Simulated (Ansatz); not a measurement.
Basis sets compared for Ga8As8H22, a nanocrystal cut from wurtzite GaAs (hydrogen-capped). Total charge 0; singlet. Geometry PBE-D4/def2-SVP. Ansatz on 4 threads of AMD EPYC 7R13 on a shared host and a share (37 GiB) of an NVIDIA H100 80GB HBM3; times are rough, and most runs start from earlier orbitals.

```xyz
38

Ga   -2.797    3.137   -2.219
As   -4.051    1.432   -0.800
As   -0.563    2.038   -1.942
Ga    0.285    2.144    0.379
Ga   -2.984   -0.537    0.309
As   -1.116    0.466    1.593
As    2.564    1.190    0.497
Ga    3.599    1.403    2.770
Ga    0.105   -1.374    2.719
As    1.970   -0.200    3.897
Ga   -0.534   -0.183   -3.010
As   -1.757   -1.704   -1.485
As    1.837   -0.924   -2.676
Ga    2.833   -1.096   -0.383
Ga   -0.446   -3.715   -0.719
As    1.161   -2.495    0.791
H    -2.836    4.487   -1.405
H    -3.314    2.927   -3.694
H    -4.854    2.143    0.286
H    -5.244    0.882   -1.575
H     0.428    2.871   -2.754
H     0.169    3.578    1.027
H    -3.988   -1.408    1.155
H    -1.789    1.241    2.724
H     3.399    2.065   -0.437
H     3.287    2.827    3.370
H     4.997    0.673    2.788
H    -0.771   -2.280    3.664
H     1.343    0.464    5.120
H     2.737   -1.281    4.651
H    -0.960   -0.232   -4.526
H    -2.865   -2.259   -2.378
H     2.729    0.002   -3.497
H     2.099   -2.206   -3.458
H     4.305   -1.659   -0.420
H    -1.386   -4.615    0.172
H     0.390   -4.218   -1.966
H     2.019   -3.584    1.431
```

Single mean-field runs in def2-SVP, def2-TZVP are fitted with def2-universal-jkfit.

Binding counts from free atoms (Ga doublet, As quartet, H doublet) in the same basis, without a counterpoise term.

| level | functions | energy (Eh) | HOMO (eV) | LUMO (eV) | binding per atom (eV) | wall time |
| --- | --- | --- | --- | --- | --- | --- |
| PBE-D4/def2-SVP (with forces) | 622 | -33290.3110 | -5.94 | -2.04 | 2.61 | 4.9 s |
| PBE0-D4/def2-SVP (with forces) | 622 | -33291.1954 | -6.91 | -1.35 | 2.60 | 9 s |

Task: Estimate the rows for PBE-D4/def2-TZVP, PBE0-D4/def2-TZVP.

Result: 
| level | functions | energy (Eh) | HOMO (eV) | LUMO (eV) | binding per atom (eV) | wall time |
| --- | --- | --- | --- | --- | --- | --- |
| PBE-D4/def2-TZVP | 900 | -33294.5061 | -5.98 | -2.12 | 2.60 | 5.5 s |
| PBE0-D4/def2-TZVP | 900 | -33295.3750 | -6.92 | -1.42 | 2.59 | 8.5 s |
